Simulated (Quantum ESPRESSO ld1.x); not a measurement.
Results of a calculation; reference values are marked as such.
Coherent X-ray form factor from a spherical all-electron density. Code: ld1.x of Quantum ESPRESSO 7.5. Model: scalar-relativistic Kohn-Sham, LDA (Slater exchange, Perdew-Zunger correlation), spin-polarised, spherical densities, point nucleus.

sin(theta)/lambda (1/angstrom),f0 (electrons)
0.05,23.947
0.1,23.788
0.15,23.528
0.2,23.170
0.25,22.721
0.3,22.191
0.4,20.923
0.5,19.451
0.6,17.865
0.8,14.680
1,11.875
1.25,9.237
1.5,7.523
2,5.759

The species is in the configuration that NIST lists as its ground one. Which atom or ion scatters so?

Answer. The niobium ion Nb17+, [Ar] 3d6. Extrapolating in s^2 from the first two rows gives f0(0) = 24.0, near the electron count 24; among species with that count, the fall with angle is slower the higher Z, and the table is that of Z = 41; from so few rows the species is fixed only to a neighbour or two.
